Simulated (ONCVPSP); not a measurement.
**Building the ONCV potential for Se (PBE, scalar-relativistic).**

* Element: selenium
* Generator: ONCVPSP 4.0.1
* Type: optimised norm-conserving Vanderbilt (ONCV)
* Functional: PBE
* Relativity: scalar-relativistic
* Frozen core: [Ne] 3s2
* Valence charge: 22
* Reference configuration: 3p6 3d10 4s2 4p3 (charge +1)
* Partial waves: 4s: rc 1.40 bohr, ncon 4, nbas 7, qcut 5.3 1/bohr, 1 projector; 3p+4p: rc 1.00 bohr, ncon 5, nbas 9, qcut 14.1 1/bohr, 3 projectors, debl 3.4 Ha; 3d: rc 0.65 bohr, ncon 5, nbas 10, qcut 27.9 1/bohr, 2 projectors, debl 1.5 Ha
* Local potential: polynomial inside 0.55 bohr (lpopt 5, dvloc0 0 Ha)
* Core correction: polynomial model core, fcfact 0.2

In the d channel the program set the typed energies aside and used -2.338, 0.250 Ha.

All-electron outer shells of the reference configuration (PBE, scalar-relativistic, ld1.x):

```
shell  level (eV)  outermost node (bohr)  outermost maximum (bohr)
   2p    -1424.18                      –                      0.13
   3s     -224.02                   0.24                      0.50
   3p     -163.48                   0.21                      0.50
   3d      -63.61                      –                      0.45
   4s      -26.86                   0.70                      1.49
   4p      -15.41                   0.74                      1.75
```

What the tests gave:

* Cutoffs needed: 274 Ha and 312 Ha (the cutoffs (Ha) at which the residual kinetic energy of the hardest occupied pseudo-wave falls to 1 and 0.1 mHa per electron)
* Ghost test: ghosts flagged at negative energy: s at -647.8 eV; no localised positive-energy state flagged; a true bound ghost makes a file unfit for plane-wave use
* Configuration tests: 1 of 4 tests not solved or not reliable
* rms error of d²Exc/dni dnj: 3.58 mHa without and 0.99 mHa with the model core

Generation and tests took about 5.2 s on one core of a shared server CPU.
